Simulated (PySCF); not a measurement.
Question: Give a PBE0-D3(BJ)/def2-SVP geometry of `C=CC1=C(OC(F)(F)F)C1=C`.

Answer: 
```xyz
16
C7H5F3O angstrom
C      2.6329   -0.4330    0.7774
C      1.4071   -0.8554    0.4285
C      0.3531    0.0472    0.0790
C     -0.8923    0.3032   -0.3049
O     -2.1056   -0.1342   -0.6487
C     -2.3144   -1.4850   -0.5643
F     -3.5305   -1.7193   -0.9963
F     -1.4448   -2.1562   -1.3060
F     -2.2001   -1.9101    0.6852
C     -0.0722    1.4362   -0.1121
C      0.1674    2.7487   -0.1012
H      2.8748    0.6327    0.8106
H      3.4226   -1.1414    1.0369
H      1.1704   -1.9233    0.3957
H     -0.6170    3.4585   -0.3668
H      1.1497    3.1351    0.1732
```

Orientation and origin are arbitrary. Atoms count from 1 in this order. The C–O distances run from 1.335 Å (C4–O5, drawn single) to 1.369 Å (O5–C6, drawn single), a spread of 0.034 Å. The 3-membered ring C3–C4–C10 has internal angles of 54.9° to 64.6°. Of the pairs four or more bonds apart, C3···F8 is among the closest relative to their van der Waals radii: 3.16 Å, 100 % of the sum of Bondi's values. The C–C distances run from 1.328 Å (C3=C4, drawn double) to 1.465 Å (C3–C10, drawn single), a spread of 0.137 Å.

Bonds between heavy atoms (Å): C1=C2 1.343, C2–C3 1.431, C3=C4 1.328, C4–O5 1.335, O5–C6 1.369, C6–F7 1.312, C6–F8 1.325, C6–F9 1.325, C4–C10 1.412, C10=C11 1.334, C3–C10 1.465.

Computed, not measured: PBE0-D3(BJ)/def2-SVP geometry optimisation, gas phase (PySCF 2.14.0).

Point group: near Cs, missed by 0.27 Å at most; the miss may be what the optimiser left on a soft mode. PBE0-D3(BJ)/def2-SVP frequencies: not computed here. The numbers are those of one conformer (C1–C2–C3–C4 180°, C3–C4–O5–C6 4°).
